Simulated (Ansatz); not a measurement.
The cluster Pb₂S₅⁻. Charge -1, multiplicity 2. Geometry PBE-D4/def2-SVPD; atoms count from 1.

```tsv
atom	x (Å)	y (Å)	z (Å)
Pb1	-0.7010	0.1667	3.3103
Pb2	0.8257	0.8473	0.0822
S3	0.4075	-1.6824	-1.0060
S4	-0.0750	-1.0553	-2.9293
S5	-0.4503	0.9262	-2.9797
S6	-1.5891	1.2849	1.1657
S7	1.5823	-0.4873	2.3568
```

In the def2 sets Pb takes a core potential; there is no spin–orbit coupling. Another isomer (doublet) lies 0.55 eV lower at PBE0-D4/def2-SVP; other spin states weren't run for this one.

Question: Estimate the Mulliken populations from the PBE0/def2-SVP orbitals of Ansatz.

Answer: 
| atom | charge (e) | spin (α − β) |
| --- | --- | --- |
| Pb1 | 0.29 | 0.00 |
| Pb2 | 0.51 | -0.01 |
| S3 | -0.32 | 0.21 |
| S4 | 0.02 | 0.37 |
| S5 | -0.30 | 0.40 |
| S6 | -0.59 | 0.03 |
| S7 | -0.61 | 0.00 |
Mulliken values and Mayer orders depend strongly on the basis.

Question: Where does the spin sit?

Answer: Summed by element: Pb -0.01, S 1.01, of 1 unpaired in all. Largest on single atoms: S5 0.40, S4 0.37, S3 0.21.

Question: And the Mayer bond orders between bonded heavy atoms (over 0.3)?

Answer: Pb1–S6 1.14 (2.58 Å); Pb1–S7 1.21 (2.56 Å); Pb2–S3 0.53 (2.79 Å); Pb2–S6 0.82 (2.68 Å); Pb2–S7 0.70 (2.74 Å); S3–S4 1.11 (2.08 Å); S4–S5 1.35 (2.02 Å).
